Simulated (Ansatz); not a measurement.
`N#[C][In]([Cl])[Cl]` + H–F → `[F][In]([Cl])[Cl]` + `C#N` at 298.15 K and 1 bar (ligand exchange at the In–C bond).

Isolated molecules relaxed with PBE0-D4/def2-TZVP in Ansatz; ΔE leaves out vibrations. CCSD(T)/CBS is the MP2 limit (def2-TZVPP, def2-QZVPP) plus CCSD(T) − MP2 in def2-TZVPP, frozen cores. This one scheme is used for every species. def2 core potentials past Kr. For In outer-core shells are correlated without core-valence functions, which leaves a few kJ/mol of doubt a bond.

| species | CCSD(T)/CBS energy (Eh) | H − E (kJ/mol) | S (J/(mol·K)) |
| --- | --- | --- | --- |
| `N#[C][In]([Cl])[Cl]` | -1202.20735 | 46.5 | 366.7 |
| H–F | -100.39570 | 33.5 | 173.6 |
| `[F][In]([Cl])[Cl]` | -1209.28900 | 27.9 | 339.6 |
| `C#N` | -93.32098 | 52.4 | 201.2 |

H − E and S are ideal-gas, rigid-rotor, harmonic terms from PBE0-D4/def2-TZVP. 1 Eh = 2625.50 kJ/mol, R = 8.31446 J/(mol·K).

By hand: ΔE, ΔH, ΔS and ΔG.

ΔE = (-1209.28900) + (-93.32098) − (-1202.20735) − (-100.39570) = -0.00693 Eh = -18.2 kJ/mol. Δ(H − E) = 27.9 + 52.4 − 46.5 − 33.5 = 0.3, so ΔH = -17.9 kJ/mol. ΔS = 339.6 + 201.2 − 366.7 − 173.6 = 0.5 J/(mol·K). ΔG = -17.9 − 298.15 × (0.5)/1000 = -18.0 kJ/mol.

By hand: the equilibrium constant, and the temperature at which ΔG would vanish if ΔH and ΔS stayed fixed.

log₁₀ K = −ΔG/(RT ln 10) = 3.2. ΔH and −TΔS have one sign here, so there is no such temperature.

The number of gas molecules stays the same, so ΔS is small and ΔH decides. A doubt of 5 kJ/mol in ΔE shifts log₁₀ K by 0.9 here. These are equilibria of isolated gas molecules and say nothing of rates. Largest T1 diagnostic: 0.014 (customary marks: 0.02 for closed shells, 0.045 for open ones).

ΔS is within the doubt of such terms, so its sign, and with it that verdict, could turn.
